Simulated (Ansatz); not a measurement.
Reaction (silylene formation by 1,1-elimination): `C[SiH](N)[GeH2][NH2]` → `[NH2][GeH2][NH2]` + `C[SiH]`

Isolated molecules relaxed with PBE0-D4/def2-TZVP in Ansatz; ΔE leaves out vibrations. CCSD(T)/CBS is the MP2 limit (def2-TZVPP, def2-QZVPP) plus CCSD(T) − MP2 in def2-TZVPP, frozen cores. This one scheme is used for every species. DFT in def2-TZVPP. For Ge outer-core shells are correlated without core-valence functions, which leaves a few kJ/mol of doubt a bond. Scalar relativity is left out up to krypton. Each species was taken in one conformer, which may not be the lowest.

`C[SiH](N)[GeH2][NH2]`:

Cartesian coordinates in Å:
```
C 0.511 2.231 -0.166
Si 0.913 0.419 0.049
N 0.913 -0.403 -1.464
Ge -0.766 -0.801 1.234
N -1.352 -2.055 -0.014
H -0.463 2.364 -0.642
H 0.498 2.740 0.801
H 1.264 2.723 -0.789
H 2.207 0.346 0.800
H 0.618 -1.369 -1.462
H 1.613 -0.227 -2.166
H -1.918 0.085 1.781
H -0.238 -1.634 2.419
H -1.926 -2.784 0.390
H -1.875 -1.635 -0.772
```

`[NH2][GeH2][NH2]`:

```xyz
9

N     0.351   -1.338   -0.678
Ge   -0.468   -0.061    0.349
N     0.516    1.451    0.031
H     0.310   -1.164   -1.673
H     0.065   -2.288   -0.493
H    -0.438   -0.623    1.790
H    -1.919    0.315   -0.032
H     0.106    2.311    0.366
H     1.477    1.397    0.340
```

`C[SiH]`:

```xyz
6

C     0.186   -0.042   -0.493
Si    0.197    0.854    1.173
H     0.427   -1.103   -0.344
H     0.877    0.379   -1.224
H    -0.829   -0.028   -0.911
H    -0.858   -0.060    1.800
```

(1) Is it downhill or uphill in electronic energy at CCSD(T)/CBS, and by how much? (Estimate.)

(2) What do these levels give: PBE-D4, r2SCAN-D4, PBE0-D4, ωB97X-V, B2PLYP, PBE, r2SCAN, HF/def2-TZVPP, MP2/def2-TZVPP, HF/def2-QZVPP, SCS-MP2/def2-QZVPP, HF/CBS(def2)? (Estimate.)

Largest T1 diagnostic among the species: 0.012.

Results:

(1) Computed: Uphill: ΔE = +2.91 eV.

(2) Computed: PBE-D4 3.00, r2SCAN-D4 3.12, PBE0-D4 3.08, ωB97X-V 3.00, B2PLYP 2.82, PBE 2.88, r2SCAN 3.09, HF/def2-TZVPP 2.58, MP2/def2-TZVPP 3.00, HF/def2-QZVPP 2.57, SCS-MP2/def2-QZVPP 2.89, HF/CBS(def2) 2.57 eV.

The D4 term adds +0.20 eV with B3LYP and +0.11 eV with PBE0; it sums over pairs of atoms, weighted by their polarisabilities, and B3LYP, whose exchange is more repulsive, gets the larger term. From PBE to PBE0 (25 % exact exchange), in def2-TZVPP and without D4, ΔE moves by +0.09 eV.

B3LYP here is the variant with VWN-RPA as its local correlation; programs differ in this.
